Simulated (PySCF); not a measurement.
Work out the structure from these simulated measurements.

Formula: C3H7Al.

* Valence photoelectron: vertical ionisation energy: 9.68 eV [ΔSCF PBE0/def2-SVPD]
* Rotational structure: rotational constants A, B, C: 9.068, 4.169, 2.907 GHz [PBE0-D3(BJ)/def2-SVP]
* 13C NMR: chemical shifts (computed TMS as zero) by class: 166.1 (1 C), 148.7 (1 C), 28.3 (1 C) ppm [GIAO PBE0/pcSseg-1]
* Polarisability: 67.8 au [PBE0/def2-SVPD]
* Triplet: lowest triplet excitation (Tamm–Dancoff): 3.77 eV [TDA PBE0/def2-SVPD]
* NMR, other nuclei: isotropic shieldings of nuclei other than C and H, by class: 297 (1 Al) ppm [GIAO PBE0/pcSseg-1]
* UV, first state: lowest singlet excitation: 4.78 eV (259 nm, f = 0.001) [TDDFT PBE0/def2-SVPD]
* XPS: C1s 289.8, C1s 290.2, C1s 290.7, Al1s 1566.6 eV [ΔSCF SCAN, pcX-2 on the ionised atom, pcseg-1 elsewhere, spin-free X2C]

Electronic properties: PySCF, gas phase, density fitting. Levels stand in brackets. Geometry: PBE0-D3(BJ)/def2-SVP; no solvent, vibrations or thermal averaging. Each NMR value is the plain mean over a class of atoms that symmetry, rotation or inversion makes alike.

Question: What is the compound? Reason from the data.

Answer: Numbering: `[CH2:1]=[C:2]([CH3:3])[AlH2:4]`. 3 carbons fall into 3 classes; from least to most shielded: fully substituted alkene carbon [C2] (166.1 ppm), terminal =CH2 carbon [C1] (148.7 ppm), allylic carbon [C3] (28.3 ppm). The other shieldings belong to: 297 ppm, aluminium bonded to C and 2 H [Al4]. The core levels belong to: C1s 289.8 eV, fully substituted alkene carbon [C2]; C1s 290.2 eV, terminal =CH2 carbon [C1]; C1s 290.7 eV, allylic carbon [C3]; Al1s 1566.6 eV, aluminium bonded to C and 2 H [Al4]. The hole state at 289.8 eV has ⟨S²⟩ = 0.84 against 0.75, so that value is less sure. S1 is mainly HOMO−1→LUMO (weight 0.99); the largest Löwdin shares of the orbital it empties are 0.34 on the fully substituted alkene carbon, 0.22 on the aluminium bonded to C and 2 H, 0.10 on the terminal =CH2 carbon and 0.09 on an Al–H hydrogen, of the orbital it fills 0.51 on the aluminium bonded to C and 2 H, 0.15 on the fully substituted alkene carbon, 0.14 on the terminal =CH2 carbon and 0.08 on an Al–H hydrogen. The first electron is taken from the HOMO, whose largest Löwdin shares are 0.38 on the terminal =CH2 carbon, 0.35 on the fully substituted alkene carbon, 0.10 on the allylic carbon and 0.04 on the aluminium bonded to C and 2 H. The optimised geometry has point group Cs and is an asymmetric top. Structure: `C=[C](C)[AlH2]`. Computed isomers that give other values at the same levels: `C=C[CH2][AlH2]` (rotational constant A: 10.986 GHz; this holds for the one conformer computed); `[AlH2][CH]1CC1` (core binding energies: C1s 289.8, C1s 290.7 (×2), Al1s 1566.6 eV); `C=[CH][AlH][CH3]` (13C chemical shifts (computed TMS as zero) by class: 153.8 (1 C), 153.7 (1 C), -11.5 (1 C) ppm). The assignments are read from this structure; whether some other isomer fits the data as well wasn't checked.
